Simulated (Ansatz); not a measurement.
`B[SiH2]CN` + CH₃OH → `B[SiH2]OC` + CH₃NH₂ at 400 K and 1 bar (ligand exchange at the Si–C bond).

Calculated with Ansatz (gas phase, PBE0-D4/def2-TZVP geometries, no zero-point term in ΔE). CCSD(T)/CBS is the MP2 limit (def2-TZVPP, def2-QZVPP) plus CCSD(T) − MP2 in def2-TZVPP, frozen cores. This one scheme is used for every species. One conformer a species, not always the lowest.

```csv
species,CCSD(T)/CBS energy (Eh),H − E (kJ/mol),S (J/(mol·K))
`B[SiH2]CN`,-411.38926,272.9,380.6
CH₃OH,-115.61712,151.2,252.6
`B[SiH2]OC`,-431.29232,239.8,372.8
CH₃NH₂,-95.75281,185.4,256.0
```

H − E and S are ideal-gas, rigid-rotor, harmonic terms from PBE0-D4/def2-TZVP, for one conformer and one mirror image of each species. 1 Eh = 2625.50 kJ/mol, R = 8.31446 J/(mol·K).

Question: By hand: ΔE, ΔH, ΔS and ΔG.

Answer: ΔE = (-431.29232) + (-95.75281) − (-411.38926) − (-115.61712) = -0.03875 Eh = -101.7 kJ/mol. Δ(H − E) = 239.8 + 185.4 − 272.9 − 151.2 = 1.1, so ΔH = -100.6 kJ/mol. ΔS = 372.8 + 256.0 − 380.6 − 252.6 = -4.4 J/(mol·K). ΔG = -100.6 − 400 × (-4.4)/1000 = -98.8 kJ/mol.

Question: By hand: the equilibrium constant, and the temperature at which ΔG would vanish if ΔH and ΔS stayed fixed.

Answer: log₁₀ K = −ΔG/(RT ln 10) = 12.9. ΔG = 0 at ΔH/ΔS = 22864 K, far beyond where these terms or the molecules hold.

The number of gas molecules stays the same, so ΔS is small and ΔH decides. A doubt of 5 kJ/mol in ΔE shifts log₁₀ K by 0.7 here. Other conformers and mirror images would add mixing entropy, several J/(mol·K) or more a flexible species. These are equilibria of isolated gas molecules and say nothing of rates. Largest T1 diagnostic: 0.011 (customary marks: 0.02 for closed shells, 0.045 for open ones).
